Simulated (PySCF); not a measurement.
Compound: C3H10AsB.
Bonds: As1–B2, B2–C3, C3–C4, C4–C5, C3–C5. Hydrogens: H6, H7, H8 on As1; H9, H10 on B2; H11 on C3; H12, H13 on C4; H14, H15 on C5.

Computed, not measured: PBE0-D3(BJ)/def2-SVP geometry optimisation, gas phase (PySCF 2.14.0).

(1) What internal coordinates does the optimisation give?

## Answers

(1) 
| bond | length (bohr) |
| --- | --- |
| As1–B2 | 3.965 |
| B2–C3 | 3.011 |
| C3–C4, C3–C5 | 2.855 |
| C4–C5 | 2.824 |
| As1–H6, As1–H7, As1–H8 | 2.856 |
| B2–H9, B2–H10 | 2.314 |
| C3–H11 | 2.074 |
| C4–H12, C5–H14 | 2.068 |
| C4–H13, C5–H15 | 2.069 |

Bonds in one row agree within 0.02 bohr and their mean is given. A selection of angles:
| angle | degrees |
| --- | --- |
| B2–As1–H6 | 119.7 |
| B2–As1–H8 | 118.4 |
| H6–As1–H7 | 98.5 |
| H7–As1–H8 | 98.2 |
| As1–B2–C3 | 106.0 |
| As1–B2–H9 | 101.0 |
| As1–B2–H10 | 100.0 |
| C3–B2–H9 | 117.7 |
| C3–B2–H10 | 115.3 |
| H9–B2–H10 | 113.6 |
| B2–C3–C4 | 121.1 |
| B2–C3–C5 | 118.1 |
| B2–C3–H11 | 117.3 |
| C4–C3–C5 | 59.3 |
| C4–C3–H11 | 114.3 |
| C3–C4–C5 | 60.3 |
| C3–C4–H12 | 118.8 |
| C3–C4–H13 | 118.0 |
| C5–C4–H12 | 118.0 |
| C5–C4–H13 | 117.8 |
| H12–C4–H13 | 113.9 |
| C3–C5–H14 | 118.4 |

Dihedral angles: As1–B2–C3–C4 76° (synclinal); B2–C3–C4–C5 106° (anticlinal); B2–C3–C5–C4 -111° (anticlinal). The mirror-image conformer, all signs reversed, is as good.

B2 (four-coordinate boron) is distorted tetrahedral (angles from 100.0° to 117.7°). The 3-membered ring C3–C4–C5 has internal angles of 59.3° to 60.4°. As1 (arsenic bonded to B and 3 H) is distorted tetrahedral (angles from 98.2° to 119.7°).

Point group: C1 (no symmetry element, even within 0.4 Å). Not checked by PBE0-D3(BJ)/def2-SVP frequencies. One conformer, not necessarily the lowest.

Hardware: an Arm Neoverse V1 with one thread, no GPU, on a shared host. Cost: 62 s. This is the geometry optimisation.
